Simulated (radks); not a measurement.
Values are calculated unless marked as measured or tabulated.
Problem. N, 7 electrons, occupied as [He] 2s2 2p2 5s1 (not the ground configuration). Level of theory: Dirac Kohn-Sham, LDA (Slater exchange, Perdew-Wang correlation), spin-unpolarised, spherical densities, finite nucleus; open shells fill j = l - 1/2 first; Fermi nuclear charge, rms radius 2.5582 fm (a radial shooting solver on a logarithmic mesh with Libxc functionals). Some entries of the table are withheld. Estimate them.

orbital,occ.,eigenvalue (eV),<r> (bohr),<1/r> (bohr^-1)
1s1/2,2,-396.7450,0.2311,6.601
2s1/2,2,-30.5775,(1),1.160
2p1/2,2,(2),1.275,(3)
2p3/2,0,(4),1.276,(5)
5s1/2,1,-0.6691,20.89,0.06572

Solution. 
(1) 2s1/2 <r> (bohr): 1.253
(2) 2p1/2 eigenvalue (eV): -19.1641
(3) 2p1/2 <1/r> (bohr^-1): 1.047
(4) 2p3/2 eigenvalue (eV): -19.1399
(5) 2p3/2 <1/r> (bohr^-1): 1.046
